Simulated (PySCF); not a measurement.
Correlation energy of Ar³⁺ (argon, charge +3)

Starting occupation: [Ne] 3s2 3p3, 3p3/2 with m_j = -1/2, +1/2, +3/2. All numbers are calculated (PySCF 2.14, X2C-1e with screened-nucleus spin-orbit coupling, Gaussian nucleus, in x2c-TZVPall-2c (5s6p2d1f, 40 functions)). Frozen: [Ne]; 5 electrons correlated.

MP2 pair energies summed by pair of shells (mhartree):

```
 pair  energy  share (%)
3p-3s  -65.66       66.8
3p-3p  -23.28       23.7
3s-3s   -9.42        9.6
```

Total MP2 correlation energy: -98.36 mhartree.

The GHF reference relaxed away from the jj start to a determinant that is no pure jj level (⟨S²⟩ = 3.75, ⟨J²⟩ = 3.75); the energies belong to that determinant.
